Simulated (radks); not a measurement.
Results of a calculation; reference values are marked as such.
These are the eigenvalues of the occupied orbitals of an atom or ion with whole-number occupations (Ry). Level of theory: non-relativistic Kohn-Sham, PBE, spin-polarised, spherical densities, point nucleus (a radial shooting solver on a logarithmic mesh with Libxc functionals).

orbital  eigenvalue
1s up     -298.2047
1s down   -297.9354
2s up     -38.30543
2p up     -32.90400
2p down   -32.47472
3s up      -9.06168
3s down    -8.76442
3p up      -7.56897
3p down    -7.28928

Which element is it, and in what charge state? The configuration may be excited. Open shells, if any, are filled with parallel spins first.

Answer. Z = 20, calcium, charge +5: Ca5+ in [He] 2s1 2p6 3s2 3p4. The list shows which subshells hold electrons but not how many an open one holds; the 1s level, -149.1 hartree, gives Z - s = 17.3 by -(Z - s)^2/2, which with screening narrows Z to a few neighbours, and the depths of the outer levels then fix element, charge and occupations together.
